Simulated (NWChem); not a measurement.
Molecule: HfSF₂; SMILES [F][Hf]([F])=[S]

Results from NWChem. Structure relaxed at the PBE0/def2-SVP level. def2 effective core potentials on Hf; no spin-orbit coupling. Level B3LYP/def2-SVP: energy and gradient on several grids; changes count from the extra-fine grid, which is no exact limit either.

```tsv
grid	size of the energy change (μHa)	largest change of a gradient component (μHa/bohr)
xcoarse	2000	4000
coarse	20	300
medium	< 10	< 30
fine	< 10	< 30
xfine	< 10	< 30
```
